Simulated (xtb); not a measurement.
CF₃, SMILES F[C+](F)F, charge +1. All values are semi-empirical tight-binding results from xtb (GFN2-xTB unless named), good for trends rather than for accurate numbers. The structure is a stationary point at GFN2-xTB.

Optimised geometry:

```xyz
4

C      0.0000     0.0000     0.0000
F      1.2372     0.0000     0.0000
F     -0.6186     1.0714     0.0000
F     -0.6186    -1.0714     0.0000
```
Charge +1, spin multiplicity 1.

Computed properties:
| Item | Value |
|---|---|
| point group as xtb finds it | D3h |
| orbital gap | 5.96 eV |
| zero-point energy | 8.2 kcal/mol |
| G − E(el) at 298.15 K (modified RRHO) | -7.0 kcal/mol |
| static polarisability (D4 model) | 17.1 bohr³ |
| solvation energy, GFN2-xTB/ALPB(water) | -69.7 kcal/mol |
| solvation energy, GFN2-xTB/ALPB(octanol) | -63.3 kcal/mol |

Computed IR lines (harmonic; lines under 4 % of the strongest left out, lines within 3 cm⁻¹ merged):
ν (cm⁻¹): 495 (w), 623 (w), 1564 (vs) (against the strongest line: vs over 80 %, s over 45 %, m over 15 %, w over 4 %, vw less)

Give the atomic charges and the Wiberg bond orders between heavy atoms. (An estimate is asked for; the answer gives what the named calculation found.)

charges (e) C1 0.63, F2 0.12, F3 0.12, F4 0.12. Bond orders C1–F2 1.30, C1–F3 1.30, C1–F4 1.30.
